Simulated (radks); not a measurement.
Results of a calculation; reference values are marked as such.
Correlation energies from several functionals, in hartree. Species: Co9+ [Ar]; Sr28+ [Ne]; As3+ [Ar] 3d10 4s2; Ge2+ [Ar] 3d10 4s2. Level of theory: non-relativistic Kohn-Sham, exchange-only LDA, spin-polarised, spherical densities, point nucleus (a radial shooting solver on a logarithmic mesh with Libxc functionals). Every spin shell is full or empty, so the densities are truly spherical. Functionals are evaluated on that one density, not self-consistently.

functional      Co9+     Sr28+     As3+     Ge2+
PW92         -1.7291   -1.2152  -2.8153  -2.7661
VWN5         -1.7372   -1.2196  -2.8285  -2.7791
PZ           -1.7270   -1.2185  -2.8121  -2.7625
Wigner      -0.97294  -0.55545  -1.6099  -1.6035
Chachiyo     -1.7051   -1.2063  -2.7752  -2.7256
PBE         -0.80528  -0.43831  -1.4748  -1.4538
PBEsol      -0.93698  -0.52465  -1.6907  -1.6670
P86         -0.94957  -0.67998  -1.6793  -1.6543
PW91        -0.89822  -0.52664  -1.6068  -1.5820
TPSS        -0.80991  -0.44222  -1.4789  -1.4579
revTPSS     -0.82299  -0.44819  -1.5003  -1.4801
SCAN        -0.79276  -0.42828  -1.4887  -1.4705
B95          -1.0285  -0.66150  -1.7965  -1.7601
Tao-Mo      -0.75246  -0.40320  -1.4105  -1.3893
